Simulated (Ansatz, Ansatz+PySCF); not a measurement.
```yaml
atoms:
  - { symbol: Cl, position_ang: [0.0000, 0.5033, -1.2940] }
  - { symbol: C, position_ang: [0.0000, -0.5964, 0.1552] }
  - { symbol: H, position_ang: [0.0000, 0.0931, 1.1388] }
```

Basis set: def2-SVP (spherical functions). Frozen core: 6 orbitals. Charge 0, multiplicity 1.

Computed with Ansatz (development build ahead of 0.2.0); each method stands on the lowest determinant of its kind that the runs found. Restricted open shells among the atoms or ions are ROHF, correlated in semicanonical orbitals with singles.

Question: Give the atomization energy at this shape (free ground-state atoms in the same class of orbitals less the molecule, no zero-point energy) of singlet CHCl by RHF-CCSD(T), UHF-CCSD(T), RHF-MP2, RHF, UHF.

Answer:

```
     method  atomization energy
RHF-CCSD(T)        662.5 kJ/mol
UHF-CCSD(T)        658.8 kJ/mol
    RHF-MP2        649.2 kJ/mol
        RHF        446.2 kJ/mol
        UHF        464.5 kJ/mol
```

Caution: the shape is not the minimum. Caution for RHF-CCSD(T), RHF-MP2, RHF: an unrestricted determinant lies well below. Caution for UHF-CCSD(T): a plain start can end on a higher determinant. Caution for UHF-CCSD(T), UHF: the unrestricted determinant is spin contaminated.
